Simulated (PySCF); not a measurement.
# How methods differ on the excitation energy of Ag²⁺

Ag²⁺ [Kr] 4d9 (2D) → Ag²⁺ [Kr] 4d8 5s1, s spin flipped, as a difference of total energies. Calculation: PySCF 2.14, in x2c-TZVPPall with one added diffuse shell each of s, p, d, f type (9s7p7d3f1g, 95 functions); scalar relativity by spin-free X2C-1e. Correlated levels: valence: [Kr] frozen. The calculations carry no spin-orbit coupling.

| method | excitation energy (eV) |
| --- | --- |
| UHF | 7.991 |
| MP2 (valence) | 8.799 |
| SCS-MP2 (valence) | 8.721 |

Q: How much does correlation contribute at MP2 (valence)?

A: 8.799 − (7.991) = 0.808 eV, measured against UHF.

The upper determinant mixes two multiplicities, so it lies between the two terms.
